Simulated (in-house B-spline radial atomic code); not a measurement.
Radial electron density of Sb III (Sb2+), [Kr] 4d10 5s2 5p1. Computed with a radial B-spline atomic code at the basis-set limit: Dirac-Kohn-Sham HSE06, spherical fractional occupations, Fermi nucleus of rms radius 4.6802 fm.

Caution: exact exchange at fractional occupations of open shells leaves self-interaction of up to several eV.

Columns: r (bohr), 4πr²n(r) (electrons per bohr), bar.

```
 0.00114    2.138 #
 0.00141    3.086 ##
 0.00175    4.452 ##
 0.00216    6.311 ###
 0.00268    8.932 #####
 0.00332    12.45 #######
 0.00411    17.07 #########
 0.00508    22.92 ############
 0.00629    30.13 ################
 0.00779    38.48 ####################
 0.00964    47.41 #########################
  0.0119    55.87 #############################
  0.0148    62.86 #################################
  0.0183    66.48 ###################################
  0.0227    66.14 ###################################
   0.028    62.64 #################################
  0.0347    58.61 ###############################
   0.043     58.3 ###############################
  0.0532    64.49 ##################################
  0.0659    75.44 ########################################
  0.0816    83.83 ############################################
   0.101       82 ###########################################
   0.125    70.36 #####################################
   0.155    59.89 ###############################
   0.192    61.31 ################################
   0.237    69.11 ####################################
   0.294    66.42 ###################################
   0.363    47.75 #########################
    0.45    27.65 ###############
   0.557    21.54 ###########
    0.69    24.58 #############
   0.854    23.75 ############
    1.06    16.52 #########
    1.31    9.079 #####
    1.62    4.711 ##
    2.01    2.663 #
    2.48    1.518 #
    3.07   0.6906 
    3.81     0.22 
    4.71   0.0474 
    5.83 0.006017 
    7.22 0.0004111 
    8.94 1.218e-05
```

On this grid the curve has 4 maxima, near 0.0183, 0.0816, 0.237, 0.69 bohr.

The 5s1/2 radial function P(r) = rR(r), positive near the nucleus, with its small component Q(r) (sign convention: Q ≈ (P' + κP/r)/2c):

| r (bohr) | P | Q |
| --- | --- | --- |
| 0.000392 | 0.008942 | -0.001699 |
| 0.000601 | 0.01315 | -0.002538 |
| 0.000921 | 0.01922 | -0.003747 |
| 0.00141 | 0.02779 | -0.005473 |
| 0.00216 | 0.03961 | -0.007905 |
| 0.00332 | 0.05531 | -0.01126 |
| 0.00508 | 0.07419 | -0.01559 |
| 0.00779 | 0.09376 | -0.02079 |
| 0.0119 | 0.1065 | -0.02602 |
| 0.0183 | 0.09803 | -0.02952 |
| 0.028 | 0.04905 | -0.02804 |
| 0.043 | -0.04974 | -0.01828 |
| 0.0659 | -0.1552 | -0.0009879 |
| 0.101 | -0.1482 | 0.01441 |
| 0.155 | 0.06061 | 0.01358 |
| 0.237 | 0.2594 | -0.002524 |
| 0.363 | 0.04376 | -0.01082 |
| 0.557 | -0.374 | -0.0008244 |
| 0.854 | -0.1619 | 0.00681 |
| 1.31 | 0.5471 | 0.002425 |
| 2.01 | 0.7905 | -0.002036 |
| 3.07 | 0.4216 | -0.001796 |
| 4.71 | 0.08124 | -0.0003949 |
| 7.22 | 0.003895 | -1.99e-05 |
